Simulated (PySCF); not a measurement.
Relaxation of valence singlet (4f shell in the core) NdH₃

Level of theory: PBE0 in PySCF with Nd lcecp-1-TZVP with ECP49, H def2-TZVP; scalar-relativistic core potentials, no spin–orbit coupling; density-fitted integrals. A (50,194) grid was used.

A start displaced from a saddle point along its imaginary mode, of C3v symmetry, held to at least that symmetry:

```xyz
4
charge 0 multiplicity 1, angstrom
Nd    0.0000    0.0000   -0.0026
H     2.0588    0.0000    0.1200
H    -1.0294    1.7829    0.1200
H    -1.0294   -1.7829    0.1200
```

Optimiser trace:
```
step  E − E(last) (kJ/mol)  largest gradient (Eh/bohr)
   0                  7.27                     0.00195
   1                  4.43                     0.00274
   2                  4.06                     0.00788
   3                  2.38                     0.00381
   4                  1.43                     0.00243
   5                  0.03                     0.00055
   6                  0.00                     0.00011
   7                  0.00                     0.00004
```

It ends at C3v with Nd–H 2.042 Å (×3); H–Nd–H 110.4° (×3). A frequency run shows a minimum. Other isomers or separated fragments may lie lower.

The 4f shell sits in the core potential, so its spin is not counted.
